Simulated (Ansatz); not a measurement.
Conformers of `C[SiH2][SiH2]F`, each relaxed with PBE0-D4/def2-TZVP in Ansatz. CBS adds the triple-zeta coupled-cluster correction to the MP2 limit.

Not all of them had a frequency check.

Conformer A:

Cartesian coordinates in Å:
```
C 0.798 -1.482 0.438
Si -0.212 -0.423 -0.739
Si -0.562 1.700 0.193
F -1.430 2.615 -0.804
H 1.772 -1.029 0.633
H 0.282 -1.607 1.392
H 0.965 -2.473 0.011
H -1.533 -1.056 -1.008
H 0.496 -0.269 -2.041
H -1.302 1.616 1.482
H 0.724 2.407 0.443
```

Conformer B:

Cartesian coordinates in Å:
```
C -0.130 -0.073 1.737
Si -0.867 0.096 0.021
Si 0.778 -0.032 -1.644
F 1.880 1.117 -1.403
H 0.596 0.721 1.923
H -0.909 -0.009 2.499
H 0.379 -1.033 1.849
H -1.593 1.389 -0.115
H -1.841 -1.001 -0.248
H 1.491 -1.338 -1.612
H 0.216 0.163 -3.007
```

Problem. Which is lowest in electronic energy at CCSD(T)/CBS (frozen core, def2 sets), and by how much? (Estimate.)

Solution. Ansatz gave: B; A lies 1.1 kJ/mol higher. Gaps under about 2 kJ/mol don't settle the order.

Problem. Give the energies relative to B (kJ/mol) with r2SCAN-D4/def2-TZVPP, ωB97M-V/def2-TZVPP, MP2/def2-TZVPP, HF/def2-QZVPP, MP2/def2-QZVPP, HF/CBS(def2), CCSD/CBS(def2). (Estimate.)

Solution. Ansatz gave: 
```tsv
level	A
r2SCAN-D4/def2-TZVPP	1.2
ωB97M-V/def2-TZVPP	1.2
MP2/def2-TZVPP	1.0
HF/def2-QZVPP	1.0
MP2/def2-QZVPP	1.0
HF/CBS(def2)	1.0
CCSD/CBS(def2)	1.1
```
